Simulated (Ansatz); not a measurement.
System: C₄H₅OSi, net charge 0, doublet state. It need not be the lowest isomer of its formula. SMILES: [SiH3]c1cc[c]o1
Geometry: optimised at B3LYP-D3(BJ)/def2-TZVP (Ansatz, an electronic-structure program).

Atomisation energy built up term by term with Ansatz (kcal/mol; UHF references for open shells; valence terms freeze the core; atomic spin-orbit terms are left out). Basis-set limits of correlation are two-point, X^-3; Hartree-Fock from the larger set.

The UHF reference is spin-contaminated (<S^2> 0.34 over the pure value in the largest basis). 

```csv
term,basis,kcal/mol
Hartree-Fock,cc-pV(Q+d)Z,776.73
CCSD correlation,"CBS(cc-pV(T+d)Z,cc-pV(Q+d)Z)",275.40
(T),"CBS(cc-pV(T+d)Z,cc-pV(Q+d)Z)",24.58
core correlation,cc-pwCVTZ,4.45
scalar relativity (X2C),cc-pVTZ-DK against cc-pVTZ,-1.55
sum: De,,1079.6
```

(T) makes 2.3 % of the CCSD(T) atomisation energy; under 5 % is typical of single-reference molecules.
